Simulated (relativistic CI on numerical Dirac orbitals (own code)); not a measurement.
# Calculated levels, Ce²⁶⁺

These numbers are calculated, not measured: Dirac-Coulomb-Breit CI, separate exchange-only KLI orbitals for each configuration, a model potential for QED, unscaled Slater integrals (own radial code, finite nucleus).

Configuration list (outside the closed core [Ar] 3d10): 4s²4p², 4s4p³, 4s²4p4d, 4p⁴, 4s4p²4d, 4s²4p4f, 4s4p²4f, 4p³4d, 4s4p4d², 4s²4d4f, 4p³4f, 4s²4p5s, 4p²4d4f, 4p³5s, 4s²4p5p, 4s4p4f², 4s4p4d5s, 4s4p²5s, 4s²4f5s, 4s²4p5d, 4s4p²5p, 4s²4p5f, 4s²4p5g, 4s4p²5d, 4s²4p6s, 4p²4f5s, 4s4p²5f, 4s²4d², 4s4d³, 4s4d²4f, 4p²4d², 4p4d³, 4p4d²4f, 4p4d²5s, 4s²4f², 4s4d4f², 4s4f³, 4p²4f², 4p4d4f², 4p4f³, 4p4f²5s, 4s4p4d4f, 4s4d4f5s, 4s²4d5s, 4s4d²5s, 4p²4d5s, 4p4d4f5s, 4p4d5s², 4s4p4f5s, 4s4f²5s, 4s4f5s², 4s²5s², 4s4d5s². Double excitations out of closed p, d and f shells are left out; levels of such configurations are missing from the list, as are those of other unlisted configurations, and high levels can miss mixing partners. These lack a partner that the ground configuration has and come out too high: 4s4p²5p, 4s4p²5d, 4s4p²5f, 4s²4p5p, 4s²4p5d.

The lowest level is 4s²4p² ³P0, with 75 % of that term; Hund's rules for 4s²4p² give ³P with J = 0, in agreement.

```tsv
No.	Configuration	Term	J	E (cm⁻¹)	%	Lifetime (s)	jj configuration (%)
1	4s²4p²	³P	0	0	75		4p1/2^2 (98)
2	4s²4p²	³P	1	177038	99	1.33e-05	4p1/2 4p3/2 (99)
3	4s²4p²	¹D	2	200795	57	1.26e-03	4p1/2 4p3/2 (98)
4	4s²4p²	³P	2	395685	57	6.44e-06	4p3/2^2 (97)
5	4s²4p²	¹S	0	450161	74	3.72e-06	4p3/2^2 (97)
6	4s4p³(4S°)	⁵S°	2	639393	53	1.69e-10	4s 4p3/2 (86)
7	4s4p³(2D°)	³D°	1	724741	50	1.71e-11	4s 4p3/2 (83)
8	4s4p³(2D°)	³D°	2	807575	52	8.35e-11	4s 4p1/2 4p3/2^2 (86)
9	4s4p³(2D°)	³D°	3	851566	93	8.57e-11	4s 4p1/2 4p3/2^2 (93)
10	4s4p³(2P°)	³P°	0	900657	95	2.11e-11	4s 4p1/2 4p3/2^2 (95)
11	4s4p³(2D°)	¹D°	2	917367	41	2.31e-11	4s 4p1/2 4p3/2^2 (60)
12	4s4p³(2P°)	³P°	1	922481	53	1.22e-11	4s 4p1/2 4p3/2^2 (84)
13	4s4p³(4S°)	³S°	1	973354	43	3.99e-12	4s 4p1/2 4p3/2^2 (83)
14	4s²4p4d	³F°	2	999731	70	1.57e-11	4p1/2 4d3/2 (69)
15	4s²4p4d	³F°	3	1067610	77	1.35e-11	4p1/2 4d5/2 (83)
16	4s4p³(2P°)	³P°	2	1077727	37	1.04e-11	4s 4p3/2^3 (53)
17	4s²4p4d	³D°	1	1089202	46	2.07e-12	4p1/2 4d3/2 (89)
18	4s²4p4d	³P°	2	1097674	49	4.40e-12	4p1/2 4d5/2 (58)
19	4s4p³(2P°)	¹P°	1	1177099	40	3.59e-12	4s 4p3/2^3 (68)
20	4s²4p4d	³F°	4	1222824	98	1.45e-05	4p3/2 4d5/2 (98)
21	4s²4p4d	³D°	2	1242021	40	2.41e-12	4p3/2 4d3/2 (76)
22	4s²4p4d	³P°	0	1253415	94	2.86e-12	4p3/2 4d3/2 (94)
23	4s²4p4d	³D°	3	1260780	54	2.37e-12	4p3/2 4d3/2 (65)
24	4s²4p4d	³P°	1	1272306	62	2.63e-12	4p3/2 4d3/2 (71)
25	4s²4p4d	³P°	2	1298123	42	3.17e-12	4p3/2 4d5/2 (71)
26	4s²4p4d	¹F°	3	1346536	68	2.32e-12	4p3/2 4d5/2 (74)
27	4s²4p4d	¹P°	1	1369935	71	3.01e-12	4p3/2 4d5/2 (81)
28	4p⁴	³P	2	1398377	50	1.61e-11	4p3/2^2 (71)
29	4s4p²(3P)<4P>4d	⁵F	1	1436688	63	7.48e-11	4s 4p1/2^2 4d3/2 (84)
30	4s4p²(3P)<4P>4d	⁵F	2	1459533	46	2.35e-11	4s 4p1/2^2 4d3/2 (53)
```

Energies count from the lowest computed level; ° marks odd parity; lifetimes are radiative, by E1, M1, E2, M2, E3 decay to levels of this space only. Percentages are summed over parent terms; the parents shown are those of the largest component, closed shells are left out there, and <> holds an intermediate term. Filled j subshells are mostly left out of the jj labels.

The mean weight of the leading LS term, summed over parents, in these 30 levels is 62 %, and that of the leading jj configuration (from the same eigenvectors) 81 %, so jj coupling describes them better and the LS labels are nominal.

At this charge energies of transitions that change n are usually good to better than 1 %, and those within a shell (Δn = 0) to a few per cent.

LS names give the leading component of a level, which can be under half, so a name can repeat, a term be missing and a line seem to break the LS rules.
